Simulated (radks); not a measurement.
Values are calculated unless marked as measured or tabulated.
All-electron atom: Rb4+ in [Ar] 3d10 4s2 4p3.

Code: a radial shooting solver on a logarithmic mesh with Libxc functionals. Model: Dirac Kohn-Sham, PBE, spin-unpolarised, spherical densities, finite nucleus; open shells fill j = l - 1/2 first; Fermi nuclear charge, rms radius 4.2036 fm.

Energy parts (Ry):
part                        energy
total                  -5953.71103
kinetic                 6123.77992
electron-nucleus      -14251.36089
Hartree                 2372.32834
exchange-correlation    -198.45840

Orbitals (lengths in bohr, moments of r in powers of bohr):
| orbital | occ. | eigenvalue (Ry) | <r^2> | small-component weight |
|---|---|---|---|---|
| 1s1/2 | 2 | -1108.470 | 0.002187 | 1.81e-02 |
| 2s1/2 | 2 | -151.4137 | 0.03722 | 3.61e-03 |
| 2p1/2 | 2 | -137.7004 | 0.02845 | 3.61e-03 |
| 2p3/2 | 4 | -133.2314 | 0.02987 | 3.51e-03 |
| 3s1/2 | 2 | -25.72800 | 0.2987 | 8.99e-04 |
| 3p1/2 | 2 | -20.81142 | 0.3051 | 8.47e-04 |
| 3p3/2 | 4 | -20.13849 | 0.3174 | 8.22e-04 |
| 3d3/2 | 4 | -11.53420 | 0.3312 | 7.06e-04 |
| 3d5/2 | 6 | -11.41949 | 0.3357 | 6.99e-04 |
| 4s1/2 | 2 | -5.75950 | 2.092 | 1.82e-04 |
| 4p1/2 | 2 | -4.49946 | 2.561 | 1.51e-04 |
| 4p3/2 | 1 | -4.41291 | 2.643 | 1.47e-04 |

The highest occupied level is 4p3/2 at -60.041 eV. For comparison, the ionisation energy in NIST's Atomic Spectra Database is 68.4 eV (theoretical). In exact Kohn-Sham theory the highest level is minus the ionisation energy, but local and semilocal functionals leave it too shallow, through self-interaction and a potential that decays too fast; potentials with the right tail come closer. Summed over all electrons, <r^2> = 18.02 bohr^2, which gives a Langevin (diamagnetic) susceptibility term of -14.3 x 10^-6 cm^3/mol. The density falls to 0.001 e/bohr^3 at r = 3.03 bohr. The electron density at the nucleus is 5.496e+04 e/bohr^3.

Beside tabulated values, note that spin-unpolarised runs miss the spin-polarisation part of the exchange energy of open shells.
